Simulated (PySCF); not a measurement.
# Working out the ionisation energy of Kr⁺

Kr⁺ [Ar] 3d10 4s2 4p5 (2P) → Kr²⁺ [Ar] 3d10 4s2 4p4 (3P). Calculation: PySCF 2.14, in def2-QZVPPD; the non-relativistic Hamiltonian (point nucleus). Frozen: [Ar] 3d10. Energies in hartree (1 hartree = 27.21139 eV):

```tsv
part	Kr⁺ (lower)	Kr²⁺ (upper)
UHF	-2751.574212	-2750.720805
CCSD correlation	-0.175321	-0.139537
(T)	-0.005221	-0.003817
```

**Question.** What does Hartree-Fock give?

**Answer.** (-2750.720805) − (-2751.574212) = 0.853407 hartree = 23.222 eV.

**Question.** What do CCSD and CCSD(T) give?

**Answer.** The CCSD correlation energies differ by 0.035784 hartree = 0.974 eV and the triples by 0.001404 hartree = 0.038 eV, so CCSD gives 24.196 eV and CCSD(T) 24.234 eV.

A first-order spin-orbit estimate adds -0.021 eV to CCSD(T) (valence), giving 24.213 eV against 24.360 eV (measured; NIST Atomic Spectra Database, ionization energies).

The calculation is non-relativistic.

What remains against the reference includes basis incompleteness, the frozen core and higher excitations.
